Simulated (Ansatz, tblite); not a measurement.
Cost and result up the ladder for Ta₅⁺ (5 atoms). Charge 1, multiplicity 1. Geometry: PBE-D4/def2-SVP.

Cartesian coordinates in Å:
```
Ta 0.4042 1.3814 0.6537
Ta -1.8536 0.2229 0.8387
Ta -0.0314 -1.5118 0.4621
Ta -0.4878 0.1715 -1.4605
Ta 1.9686 -0.2641 -0.4940
```

Ansatz on 4 threads of AMD EPYC 9R45 on a shared host; xTB runs through tblite on one thread. Times are rough, summed over both states, and most runs start from the orbitals of an earlier one. No level here is sound enough to serve as a yardstick. The other state is a triplet at its own geometry, which has other bonds, so the gap mixes isomer and spin.

In the def2 sets Ta takes a core potential; there is no spin–orbit coupling. The xTB rows come from tblite. The structure comes from a short search, and lower isomers may exist.

Run but left out: HF/def2-TZVP, r2SCAN-D4/def2-TZVP, PBE-QIDH/def2-TZVP, MP2/def2-TZVP (singlet: restricted singlet, unstable towards broken spin symmetry).

xTB has no spin-polarisation term.

| level | functions | triplet − singlet (eV) | remarks |
| --- | --- | --- | --- |
| PBE0-D4/def2-TZVP | 200 | -0.15 | spin-contaminated (⟨S²⟩ 2.16) (triplet) |
| PBE-D4/def2-TZVP (with forces) | 200 | 0.00 | – |
| GFN1-xTB | 45 | -0.10 | – |
| GFN2-xTB | 45 | 2.03 | – |

Q: Estimate how long each takes.

A: GFN1-xTB 0.009 s; GFN2-xTB 0.03 s; PBE-D4/def2-TZVP (with forces) 5.7 s; PBE0-D4/def2-TZVP 11 s. On shared hardware such times vary by a factor of up to 3.
